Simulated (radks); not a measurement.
In2.4+, 46.6 electrons, occupied as [Kr] 4d10 5s0.6 (fractional occupations, a model configuration). Calculated with a radial shooting solver on a logarithmic mesh with Libxc functionals: Dirac Kohn-Sham, PBE, spin-unpolarised, spherical densities, finite nucleus; Fermi nuclear charge, rms radius 4.6156 fm.

Normalised radial functions P(r) = r R(r) (large component), r in bohr:

r,4s1/2,5s1/2
0.002067,0.0970,0.0339
0.002734,0.1216,0.0425
0.003647,0.1514,0.0529
0.004826,0.1844,0.0645
0.006385,0.2194,0.0767
0.008448,0.2528,0.0884
0.01127,0.2784,0.0973
0.01491,0.2842,0.0993
0.01973,0.2570,0.0897
0.0261,0.1811,0.0631
0.03453,0.0461,0.0158
0.04606,-0.1468,-0.0517
0.06094,-0.3441,-0.1205
0.08063,-0.4641,-0.1619
0.1067,-0.3971,-0.1371
0.1423,-0.0713,-0.0213
0.1883,0.3928,0.1410
0.2491,0.7029,0.2429
0.3296,0.5317,0.1666
0.4396,-0.1759,-0.0968
0.5817,-0.9521,-0.3423
0.7696,-1.2745,-0.3306
1.018,-1.0145,0.0004
1.358,-0.5152,0.4594
1.797,-0.1718,0.7384
2.378,-0.0347,0.7165
3.146,-0.0037,0.4725
4.196,-0.0002,0.1986
5.552,0.0000,0.0503
7.346,0.0000,0.0066

4s1/2: eigenvalue -142.15 eV, 3 radial nodes at r = 0.0372, 0.149, 0.414 bohr, <r> = 0.848 bohr, 90 % of the charge inside 1.23 bohr. 5s1/2: eigenvalue -27.357 eV, 4 radial nodes at r = 0.0372, 0.148, 0.401, 1.02 bohr, <r> = 2.29 bohr, 90 % of the charge inside 3.33 bohr.
